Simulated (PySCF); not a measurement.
**Electronic structure of P²⁺ (phosphorus, charge +2) at the UHF level**

Configuration: [Ne] 3s1 3p2, high-spin 4P determinant (an excited configuration). All numbers are calculated (PySCF 2.14, no relativity, point nucleus, in def2-QZVPPD).

| Item | Value |
| --- | --- |
| Total energy | -339.451538 hartree |
| One-electron energy | -458.5011 hartree |
| Hartree (Coulomb) energy | 141.2136 hartree |
| Exchange energy | -22.1641 hartree |
| Kinetic energy | 339.45159 hartree |
| ⟨S²⟩ | 3.7501 |
| ⟨L²⟩ | 2.016 |
| Sum of ⟨r⟩ | 9.763 bohr |
| Sum of ⟨r²⟩ | 14.57 bohr² |
| Traceless quadrupole moment −½Σ⟨3z² − r²⟩ along its main axis | 1.92 e·bohr² |
| Density at the nucleus (Gaussians lack the cusp) | 2160 bohr⁻³ |
| Spin density at the nucleus | 7.89 bohr⁻³ |
| Langevin diamagnetic susceptibility | -11.5 ×10⁻⁶ cm³/mol |

| shell | electrons | mean orbital energy (eV) | spread (eV) | rms radius, mean of both spins (bohr) |
| --- | --- | --- | --- | --- |
| 1s α | 1 | -2201.9 | 0 | 0.120 |
| 1s β | 1 | -2200.8 | 0 | 0.120 |
| 2s α | 1 | -229.71 | 0 | 0.562 |
| 2s β | 1 | -228.07 | 0 | 0.562 |
| 2p α | 3 | -172.48 | 0.541 | 0.539 |
| 2p β | 3 | -170.95 | 0.713 | 0.539 |
| 3s α | 1 | -43.589 | 0 | 1.86 |
| 3p α | 2 | -31.542 | 0 | 2.09 |

Spin-orbit constants ζ (cm⁻¹) from the X2C one-electron operator on these orbitals (non-relativistic here): bare nucleus, nucleus screened by l(l+1)(2l+1)/3 electrons, and screened by the Breit-Pauli mean field of the electrons.

```
shell   bare  screened nucleus  mean field
   2p   5453              4726        4398
   3p  433.2             375.4       345.5
```

To first order the Landé constant is A = 115.2 cm⁻¹, so the lowest level has J = 1/2 and lies 0.0357 eV below the centre of the term. This holds in LS coupling only.
